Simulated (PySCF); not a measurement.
NICS in isomers of C5H6F3N3.

Probes without a nucleus sit at each ring's centroid and 1 Å off its mean plane on both sides; NICS is minus the shielding there, NICSzz its component along the normal. Level: GIAO PBE0/pcSseg-1 (PySCF, non-relativistic, gas phase) on the GFN2-xTB geometries, one conformer each. Atom numbers follow the mapped SMILES.

Task: Order these rings by mean NICS(1)zz, lowest (most negative) first (ppm).
A. ring C2–C3–N4–N10–N11 in `[CH3:1][c:2]1[cH:3][n:4]([CH2:5][C:6]([F:7])([F:8])[F:9])[n:10][n:11]1`
B. ring C2–N3–N4–C5–N10 in `[CH3:1][c:2]1[n:3][n:4][c:5]([C:6]([F:7])([F:8])[F:9])[n:10]1[CH3:11]`
C. ring C2–N3–N4–N6–C7 in `[CH3:1][c:2]1[n:3][n:4]([CH3:5])[n:6][c:7]1[C:8]([F:9])([F:10])[F:11]`

Result: A (-32.0), C (-30.6), B (-28.5).

```tsv
SMILES	ring	NICS(0)	NICS(1)	NICS(1)zz	HOMA	rms pucker (Å)	ring atoms with four or more neighbours
Cc1cn(CC(F)(F)F)nn1	5-membered ring with 3 N; formal bonds all aromatic	-12.6	-12.9	-32.0	0.92	0.00	0
Cc1nn(C)nc1C(F)(F)F	5-membered ring with 3 N; formal bonds all aromatic	-12.6	-12.9	-30.6	0.98	0.00	0
Cc1nnc(C(F)(F)F)n1C	5-membered ring with 3 N; formal bonds all aromatic	-11.2	-11.3	-28.5	0.91	0.00	0
```

NICS(0) ties some rings at the printed digit and otherwise keeps the order. The isotropic NICS(1) ties some rings at the printed digit and otherwise keeps the order. HOMA uses Krygowski's 1993 parameters. NICS(1) and NICS(1)zz are means over the two faces.
